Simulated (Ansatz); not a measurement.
Two isomers of C2H6SSi: A = `[SiH3]CC=S`, B = `CC[Si]S`.

Computed with Ansatz on PBE0-D4/def2-TZVP structures; ΔE is electronic, products minus reactants. CBS: MP2 limit from def2 TZ/QZ plus the TZ coupled-cluster correction, frozen cores. This one scheme is used for every species. Functionals use def2-TZVPP. B3LYP here is the variant with VWN-RPA as its local correlation; programs differ in this. One conformer a species, not always the lowest.

**Question.** Which is lower in electronic energy at CCSD(T)/CBS, and by how much? (An estimate is asked.)

**Answer.** Ansatz gave: B, by 12.1 kcal/mol.

**Question.** Give E(B) − E(A) in kcal/mol with HF/def2-TZVPP, LDA (SPW92), r2SCAN-D4, CCSD(T)/def2-TZVPP, ωB97M-V, PBE-D4, B3LYP. (An estimate is asked.)

**Answer.** Computed: HF/def2-TZVPP -9.5, LDA (SPW92) -15.3, r2SCAN-D4 -11.0, CCSD(T)/def2-TZVPP -11.6, ωB97M-V -14.5, PBE-D4 -13.9, B3LYP -11.8. None reverses the order clearly.

**Question.** Does the order hold for the free energy at 298.15 K (harmonic terms from PBE0-D4)? (Estimate.)

**Answer.** Ansatz gave: Yes: G(B) − G(A) = -9.2 kcal/mol, for one conformer each. Modes under 60 cm⁻¹, often nearly free rotors, make the harmonic entropy too high.

Largest T1 diagnostic: 0.016.

From r2SCAN to r2SCAN0 (25 % exact exchange), in def2-TZVPP and without D4, E(B) − E(A) moves by −1.4 kcal/mol. Leaving LDA and LC-ωPBE aside and taking each functional with its dispersion term where it has one, the values, not all of them listed here, spread over 3.7 kcal/mol, from ωB97M-V to B2PLYP. LDA lies −1.4 kcal/mol from PBE without D4.
